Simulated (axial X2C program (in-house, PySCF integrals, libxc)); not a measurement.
The numbers below are computed, except where a source is named.
ONdO⁻: input and output of an open-shell CI run

Program: an in-house all-electron X2C program for linear molecules (integrals from PySCF).

Input and command:
```json
{"zs": [8, 60, 8], "q": -1, "bas": ["dyall-v2z", "dyall-v2z", "dyall-v2z"], "r0": 1.72, "metal": 1, "shells": [[3, [2, 3], 2], [0, [0], 1], [3, [1], 0]], "fix": 0, "emax": 3.5, "nroots": 6}
```
```bash
python soci.py task.json out
```

Keys: zs atomic numbers; q charge; bas basis sets; r0 starting distance in Å; metal index of the metal atom; shells open shells as [l, |m| values, electrons]; fix electron count of the first shell held; emax energy window in eV; nroots roots for each Ω.

Output at O–Nd–O held linear, both bonds 1.800 Å:

```
average of configuration f(δφ)2 s1 f(π)0
basis functions 197  fitting functions 1190
iter      average energy  largest gradient
   1      -9765.524695855   4.92e+00
   2      -9765.845171309   1.30e-02
   3      -9765.845594495   2.69e-02
   4      -9765.846392617   2.29e-03
   5      -9765.846435513   1.89e-03
   6      -9765.846452678   5.33e-04
   7      -9765.846459085   3.94e-04
   8      -9765.846462188   1.82e-04
   9      -9765.846462738   5.67e-05
  10      -9765.846462874   2.62e-05
  11      -9765.846462946   3.23e-05
  12      -9765.846463023   2.35e-05
  13      -9765.846463062   1.52e-05
converged
CI levels
2*Omega        energy/Eh    cm-1   g(par)  dipole/D  leading shell counts
    7     -9765.92003491        0   4.077   -8.646  {'2 1 0': 0.999}
    9     -9765.91917447      189   8.083   -8.646  {'2 1 0': 0.999}
   11     -9765.90914302     2390  12.037   -8.646  {'2 1 0': 1.0}
    9     -9765.90902377     2417   8.032   -8.646  {'2 1 0': 1.0}
   13     -9765.89944465     4519  16.001   -8.646  {'2 1 0': 1.0}
   11     -9765.89843082     4742  11.997   -8.646  {'2 1 0': 1.0}
    1     -9765.89614955     5242   2.012   -8.646  {'2 1 0': 0.998}
    3     -9765.89115382     6339   5.624   -8.646  {'2 1 0': 0.993}
    1     -9765.89030300     6525   1.599   -8.646  {'2 1 0': 0.992}
    1     -9765.86996167    10990   1.200   -8.646  {'2 1 0': 0.965, '1 1 1': 0.035}
    3     -9765.86983909    11017   4.256   -8.646  {'2 1 0': 0.962, '1 1 1': 0.038}
    1     -9765.86920749    11155   1.336   -8.646  {'2 1 0': 0.965, '1 1 1': 0.035}
    5     -9765.86862663    11283   7.935   -8.646  {'2 1 0': 0.948, '1 1 1': 0.052}
    3     -9765.86750640    11529   3.948   -8.646  {'2 1 0': 0.95, '1 1 1': 0.05}
    1     -9765.86300088    12518   1.747   -8.646  {'2 1 0': 0.969, '1 1 1': 0.03}
    1     -9765.84976729    15422   2.002   -8.646  {'2 1 0': 0.999}
    3     -9765.83554283    18544   4.008   -8.646  {'2 1 0': 0.977}
    9     -9765.83258683    19193  10.082   -8.646  {'2 1 0': 0.907, '1 1 1': 0.093}
    7     -9765.83257074    19196   6.076   -8.646  {'2 1 0': 0.906, '1 1 1': 0.094}
   13     -9765.79723297    26952  14.008   -8.646  {'2 1 0': 1.0}
   11     -9765.79722222    26954  10.003   -8.646  {'2 1 0': 1.0}
    3     -9765.79306028    27868   5.946   -8.646  {'2 1 0': 0.982}
   11     -9765.79261389    27966  12.200   -8.646  {'2 1 0': 0.965, '1 1 1': 0.035}
    9     -9765.79248081    27995   8.190   -8.646  {'2 1 0': 0.967, '1 1 1': 0.033}
```

Dipoles in the output refer to the first atom as origin, so for this ion they depend on that choice.

There is no dynamic correlation: spin–orbit spacings and, for f shells, spacings inside one term are the most reliable numbers, splittings between terms come out too wide, and energies between configurations are not reliable, so the lowest level need not be the ground state of the molecule. At most 6 roots were kept for each Ω > 0 (twice that for Ω = 0) within 3.5 eV of the lowest, so higher up levels can be missing between those listed; levels with Ω > 0 are doubly degenerate and listed once, Ω = 0 levels singly. States that fill the shells left empty in the average are placed too high. For an anion, levels above electron detachment are held by the basis set. The molecule was held linear; bending was not examined.
